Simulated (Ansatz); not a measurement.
The inner images of a band of F3H4NOZr (10 atoms, charge 0, multiplicity 1) are given out of order.

Theory: RKS B3LYP/def2-SVP (Ansatz).

Image 0:

```xyz
10
Properties=species:S:1:pos:R:3
Zr 0.000 -0.112 0.191
O -0.417 0.091 2.085
H -0.897 0.625 2.724
F 1.789 0.392 -0.351
F -0.977 1.372 -0.551
F -0.893 -1.562 -0.731
N 1.294 -2.053 1.032
H 0.964 -2.935 0.635
H 2.290 -1.971 0.816
H 1.206 -2.124 2.049
```

Image 6:

```xyz
10
Properties=species:S:1:pos:R:3
Zr 0.194 -0.622 -0.047
O 0.338 -0.089 2.304
H 0.797 0.762 2.383
F 1.260 1.004 0.046
F -1.652 -0.442 0.539
F 0.038 -0.964 -1.928
N 1.134 -2.329 0.545
H 1.385 -3.101 -0.072
H 1.430 -2.552 1.494
H -0.564 0.053 2.636
```

Problem. Put them in order from the first end to the last, with their energies above the first end.
A.
```xyz
10
Properties=species:S:1:pos:R:3
Zr 0.265 -0.543 -0.109
O 0.475 0.003 2.226
H 0.327 0.929 2.473
F 1.412 1.014 -0.132
F -1.593 -0.209 0.333
F 0.073 -1.041 -1.954
N 0.993 -2.296 0.656
H 0.863 -3.202 0.205
H 1.660 -2.410 1.419
H -0.117 -0.525 2.783
```
B.
```xyz
10
Properties=species:S:1:pos:R:3
Zr 0.173 -0.126 0.055
O 0.127 0.095 2.054
H -0.375 0.632 2.674
F 1.673 0.907 -0.551
F -1.514 0.761 -0.188
F -0.125 -1.453 -1.339
N 1.037 -2.091 1.124
H 0.413 -2.899 1.057
H 1.987 -2.422 0.950
H 0.964 -1.683 2.065
```
C.
```xyz
10
Properties=species:S:1:pos:R:3
Zr 0.088 -0.101 0.124
O -0.226 -0.005 2.074
H -0.722 0.623 2.611
F 1.758 0.707 -0.392
F -1.273 1.172 -0.360
F -0.487 -1.535 -1.050
N 1.214 -2.063 1.084
H 0.622 -2.883 0.932
H 2.158 -2.322 0.791
H 1.225 -1.872 2.087
```
D.
```xyz
10
Properties=species:S:1:pos:R:3
Zr 0.301 -0.473 -0.115
O 0.487 0.166 2.211
H -0.294 0.639 2.539
F 1.634 0.881 -0.395
F -1.511 0.053 0.335
F -0.063 -1.132 -1.882
N 0.947 -2.202 0.816
H 0.561 -3.119 0.587
H 1.867 -2.353 1.233
H 0.429 -0.737 2.570
```
E.
```xyz
10
Properties=species:S:1:pos:R:3
Zr 0.256 -0.302 -0.081
O 0.401 0.055 2.118
H -0.223 0.371 2.783
F 1.664 0.880 -0.605
F -1.518 0.425 0.024
F -0.024 -1.367 -1.655
N 0.922 -2.044 1.111
H 0.329 -2.878 1.114
H 1.885 -2.375 1.012
H 0.666 -1.043 2.080
```

Solution. C (+8.3 kJ/mol), B (+32.8 kJ/mol), E (+121.6 kJ/mol), D (+103.8 kJ/mol), A (+99.5 kJ/mol).

Time of the run: 3.9 min on 4 threads of Arm Neoverse V2 (shared host), peak memory 0.29 GiB.
